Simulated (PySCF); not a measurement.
Does the answer move with the share of exact exchange?

Compound: arsenic trifluoride, AsF3.
Bonds: F1–As2, As2–F3, As2–F4.

PySCF, def2-SVPD basis, density fitting, gas phase, PBE0-D3(BJ)/def2-SVP geometry; singlet excitations by full TDDFT with frozen cores, triplets by Tamm–Dancoff TDDFT and ionisation energies by ΔSCF, from the lowest of the holes tried. One functional is left out:

| functional | exact exchange (%) | HOMO energy (eV) | LUMO energy (eV) | lowest singlet excitation (eV) | lowest triplet excitation (eV) | dipole moment (D) | mean polarisability (au) | vertical ionisation energy (eV) |
| --- | --- | --- | --- | --- | --- | --- | --- | --- |
| LDA | 0 | -8.91 | -2.41 | 7.43 | 6.06 | 2.451 | 31.0 | 12.71 |
| PBE | 0 | -8.68 | -2.15 | 7.41 | 5.90 | 2.415 | 31.2 | 12.40 |
| PBE0 | 25 | -10.13 | -1.29 | 7.85 | 6.00 | 2.576 | 29.5 | 12.76 |
| BHandHLYP | 50 | -11.52 | -0.45 | 8.19 | 6.16 | 2.802 | 28.3 | 13.04 |

Question: Predict the row of B3LYP (20 % exact exchange) by straight lines through the other rows, and check it.

Answer: 
```
                       property   line  computed  computed − line  PBE0 (25 %), for comparison
               HOMO energy (eV)  -9.88     -9.95            -0.07                       -10.13
               LUMO energy (eV)  -1.53     -1.58            -0.05                        -1.29
 lowest singlet excitation (eV)   7.74      7.78            +0.04                         7.85
 lowest triplet excitation (eV)   6.03      6.10            +0.07                         6.00
              dipole moment (D)  2.570     2.648           +0.078                        2.576
       mean polarisability (au)   29.9      29.8             -0.1                         29.5
vertical ionisation energy (eV)  12.74     12.83            +0.09                        12.76
```
